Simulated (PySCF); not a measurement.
C2H4I, SMILES C[CH]I (connectivity only; charge and spin as stated), charge +1, multiplicity 1.

Geometry optimised at PBE0-D3(BJ)/def2-SVP. The multiplicity is an assumed one; other spin states were not compared. The isomer is the one that the SMILES or the coordinates give; other isomers of the formula were not compared. The def2 effective core potentials stand for the cores of I; spin–orbit coupling is left out.

Computed with B3LYP/def2-TZVPD in PySCF.

Computed frontier levels, gap, dipole moment and polarisability:
| Quantity | Result |
|---|---|
| highest occupied level | -13.39 eV |
| lowest empty level | -9.62 eV |
| orbital gap | 3.77 eV |
| dipole moment about the centre of nuclear charge | 4.40 D |
| mean static polarisability | 54.3 bohr³ (8.04 Å³) |
| polarisability, principal values | 38.8, 43.7, 80.3 bohr³ |
